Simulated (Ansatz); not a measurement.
`COB(F)OC` + HCl → `COB(F)Cl` + CH₃OH  (ligand exchange at a B–O bond)

Program: Ansatz. Geometries: PBE0-D4/def2-TZVP. ΔE: electronic, gas phase. CBS: MP2 limit from def2 TZ/QZ plus the TZ coupled-cluster correction, frozen cores. This one scheme is used for every species. DFT in def2-TZVPP. HSE06 is defined as in plane-wave codes. One conformer a species, not always the lowest.

`COB(F)OC`:

Cartesian coordinates in Å:
```
C 0.695 -0.884 1.832
O -0.299 -1.340 0.936
B -0.593 -0.632 -0.174
F -1.542 -1.120 -0.977
O 0.047 0.525 -0.464
C -0.243 1.286 -1.620
H 1.666 -0.805 1.337
H 0.434 0.093 2.246
H 0.762 -1.611 2.641
H 0.667 1.384 -2.215
H -1.022 0.821 -2.227
H -0.572 2.282 -1.315
```

HCl:

```xyz
2

Cl    0.442    0.380   -0.263
H    -0.442   -0.380    0.263
```

`COB(F)Cl`:

Z-matrix (Å, degrees):
```
C
O 1 1.414
H 1 1.091 2 111.7
H 1 1.091 2 108.6 3 -120.9
H 1 1.090 2 108.2 3 120.8
B 2 1.333 1 126.0 3 5.7
Cl 6 1.765 2 124.1 1 -0.3
F 6 1.320 2 118.3 1 179.8
```

CH₃OH:

```xyz
6

C    -0.166    0.314   -0.018
O     0.378   -0.831    0.595
H    -0.589    0.932    0.776
H    -0.970    0.069   -0.723
H     0.592    0.908   -0.544
H     0.755   -1.392   -0.086
```

```
             level  ΔE (kcal/mol)  difference from CCSD(T)/CBS
            PBE-D4            8.9                         -2.3
         revPBE-D4            8.6                         -2.6
           BLYP-D4           10.6                         -0.6
         r2SCAN-D4           10.5                         -0.7
          HSE06-D4            9.8                         -1.4
           ωB97M-V           11.0                         -0.2
            B2PLYP           11.1                         -0.1
           r2SCANh           10.6                         -0.6
           r2SCAN0           10.9                         -0.3
         CAM-B3LYP           12.3                          1.1
           LC-ωPBE           10.6                         -0.6
RPA@PBE/def2-TZVPP           11.8                          0.6
     CCSD/def2-SVP           13.5                          2.3
     HF/def2-QZVPP           13.6                          2.4
      HF/CBS(def2)           13.6                          2.4
    CCSD/CBS(def2)           11.7                          0.5
       CCSD(T)/CBS           11.2                            0
```

Largest T1 diagnostic among the species: 0.012.

At CCSD(T), def2-SVP lies +2.1 kcal/mol from the extrapolated value and def2-TZVPP +0.6 kcal/mol. In def2-TZVPP, CCSD(T) changes the Hartree–Fock value by −1.7 kcal/mol (the triples alone add −0.5 kcal/mol) and MP2 by −2.9 kcal/mol.
